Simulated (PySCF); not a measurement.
# Dipole response of P (phosphorus, neutral)

[Ne] 3s2 3p3, high-spin 4S determinant. Computed with PySCF 2.14 in aug-cc-pV(Q+d)Z, with the non-relativistic Hamiltonian (point nucleus). Coupled (time-dependent) response in atomic units; α is the mean over directions.

```json
{"method": "UHF", "mean α (bohr³)": "25.46", "C₆ (like pair)": "188.0", "S(−4)": "197.7"}
{"method": "PBE", "mean α (bohr³)": "27.68", "C₆ (like pair)": "206.3", "S(−4)": "264.1"}
{"method": "PBE0", "mean α (bohr³)": "26.50", "C₆ (like pair)": "196.2", "S(−4)": "229.1"}
{"method": "TPSS", "mean α (bohr³)": "26.93", "C₆ (like pair)": "202.0", "S(−4)": "236.6"}
{"method": "LC-wPBE", "mean α (bohr³)": "25.44", "C₆ (like pair)": "186.7", "S(−4)": "200.5"}
```

S(−4) is the Cauchy moment in α(ω) = α(0) + S(−4) ω² + …

Reference α: 25 ± 1 bohr³ (recommended; Schwerdtfeger and Nagle, table of static dipole polarizabilities (2023 update)). Published C₆: 185.0 (Chu and Dalgarno (2004); Tang, Norbeck and Certain (1976)).

α(iu) at UHF:

| u (hartree) | α(iu) (bohr³) |
| --- | --- |
| 0 | 25.46 |
| 0.0500 | 24.98 |
| 0.100 | 23.65 |
| 0.200 | 19.69 |
| 0.300 | 15.61 |
| 0.500 | 9.663 |
| 0.750 | 5.695 |
| 1.00 | 3.678 |
| 1.50 | 1.884 |
| 2.00 | 1.155 |
| 3.00 | 0.5827 |
| 5.00 | 0.2553 |
